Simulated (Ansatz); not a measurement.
A structure relaxed at r2SCAN-D4/def2-SVP in Ansatz, charge 0, singlet:

```xyz
56

In    0.797   -2.675    1.933
In   -3.174   -0.955    3.333
In    0.452   -0.166    5.710
In    2.462    1.337    1.918
In   -1.556    2.942    3.318
In   -2.858   -3.688   -0.574
In    1.058   -5.362   -1.721
In    2.748   -1.145   -1.633
In   -0.964   -2.202   -4.037
In   -1.053    0.434   -0.388
In    0.587    4.622   -0.607
In    0.864    2.211   -4.055
In    4.532    3.037   -1.759
As   -0.766   -1.814    3.922
As   -0.471   -4.354    0.289
As   -4.146   -2.797    1.621
As    1.222   -0.505    0.451
As   -2.567    1.071    1.707
As    0.755    1.849    3.908
As    2.748    3.412    0.259
As   -0.948    4.919    1.589
As   -2.280   -1.419   -1.852
As    1.309   -2.958   -2.967
As    3.009    1.146   -2.983
As   -0.400    0.145   -5.238
As   -0.614    2.601   -1.869
H     2.247   -3.388    2.551
H    -4.328   -0.571    4.557
H     2.018   -0.815    6.024
H    -0.761    0.341    6.832
H     3.993    0.820    2.534
H    -2.640    3.496    4.541
H    -3.841   -4.786   -1.470
H     2.596   -5.754   -1.047
H     0.021   -6.334   -2.705
H     4.293   -1.783   -1.189
H    -1.865   -3.236   -5.085
H     0.668    6.087   -1.515
H     0.957    3.573   -5.110
H     5.906    2.238   -1.090
H     4.471    4.450   -2.751
H    -1.075   -3.073    4.710
H    -0.786   -5.552    1.166
H    -4.518   -4.013    2.441
H    -5.561   -2.414    1.238
H    -3.877    1.614    1.172
H     1.430    2.962    4.687
H     3.373    4.488    1.126
H    -0.349    6.049    2.399
H    -2.221    5.644    1.205
H    -3.595   -0.830   -2.321
H     2.146   -3.249   -4.199
H     3.803    0.754   -4.215
H     0.360   -0.175   -6.507
H    -1.651    0.660   -5.918
H    -1.962    3.113   -2.336
```

**Question.** Give its formula and point group.

**Answer.** In₁₃As₁₃H₃₀, a nanocrystal cut from zinc blende InAs (hydrogen-capped). Point group C3v (tolerance 0.1 Å).

**Question.** Summarise the bond lengths by kind (pairs closer than 1.2 times the sum of covalent radii, bridged metal pairs left out).

**Answer.** 37 × As–In 2.60 to 2.72 Å; 15 × H–In 1.72 to 1.73 Å; 15 × As–H 1.51 to 1.52 Å.

In the def2 sets In takes a core potential; there is no spin–orbit coupling. Single mean-field runs in def2-SVP are fitted with def2-universal-jkfit.
